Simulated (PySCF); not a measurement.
## Simulated absorption spectrum

Ge₃H₈.
SMILES: `[GeH3][GeH2][GeH3]`

Computed with TDDFT CAM-B3LYP/def2-SVPD, vertical, gas phase, core orbitals frozen in the response in PySCF. Isolated species at its PBE0-D3(BJ)/def2-SVP geometry, gas phase. Relativistic effects, spin–orbit coupling among them, are left out although an element past zinc is present.

Each state is given a Gaussian of 0.3 eV full width at half maximum, with ε(max) = 2.175×10⁸ f / Δν̃ (Δν̃ the width in cm⁻¹). The width is an assumption, not a result. The curve ends short of the highest state used, and states not computed would add to its high-energy end.

λ (nm), ε (L mol⁻¹ cm⁻¹) and a bar:
```
    166.0      23995 #############
    166.7      21963 ############
    167.3      20398 ###########
    167.9      18949 ##########
    168.6      17364 #########
    169.2      16101 #########
    169.8      14980 ########
    170.5      13978 #######
    171.1      13524 #######
    171.7      13590 #######
    172.4      14504 ########
    173.0      16133 #########
    173.6      18618 ##########
    174.2      21972 ############
    174.9      26892 ##############
    175.5      31790 #################
    176.1      37044 ####################
    176.8      43165 #######################
    177.4      47954 ##########################
    178.0      51900 ############################
    178.7      54979 #############################
    179.3      56033 ##############################
    179.9      55511 ##############################
    180.6      52976 ############################
    181.2      49366 ##########################
    181.8      44736 ########################
    182.5      38517 #####################
    183.1      32896 ##################
    183.7      27355 ###############
    184.3      22157 ############
    185.0      16769 #########
    185.6      12848 #######
    186.2       9600 #####
    186.9       6625 ####
    187.5       4696 ##
    188.1       3251 ##
    188.8       2055 #
    189.4       1353 #
    190.0        871 
    190.7        507 
    191.3        311 
    191.9        187 
    192.5        110 
    193.2         58
```

Q: Where are the band maxima, and which computed states make them?

A: 179 nm (6.91 eV), ε about 56000, made up of S1 (45%) and S2 (53%) (ε in L mol⁻¹ cm⁻¹; maxima over ε = 5, shares over 10%). At its high-energy end, 7.47 eV, the curve is still rising (ε about 24000, from S5, S6 and S7). The states used: S1 6.87 eV (f 0.294); S2 6.94 eV (f 0.341); S3 7.13 eV (f 0.054); S4 7.17 eV (f 0.0006); S5 7.37 eV (f 0.128); S6 7.52 eV (f 0.079); S7 7.64 eV (f 0.138); S8 7.67 eV (f 0.078); S9 7.72 eV (f 0.129); S10 8.07 eV (f 0.057).

Q: On this curve, what absorbance would a 10⁻⁵ mol/L sample give at 193 nm over a 1 cm path?

A: 193 nm is 6.424 eV, where ε is about 70 L mol⁻¹ cm⁻¹, so A = ε c l ≈ 0.0007 (Beer–Lambert, with the gas-phase spectrum and the assumed width).

Q: What would ε be at 6.91 eV, the highest of these maxima, with half the width (0.15 eV)?

A: About 98200 L mol⁻¹ cm⁻¹ against 56100, a factor of about 1.8; a lone state at its own centre would give exactly 2.

The vertical ionisation energy (ΔSCF) is 9.72 eV, 1.65 eV above S10.

The run took 85 s wall (grids of density and orbitals included) on one thread, Arm Neoverse V1 (aarch64), no GPU (shared host), and the process peaked at 0.96 GiB of memory.
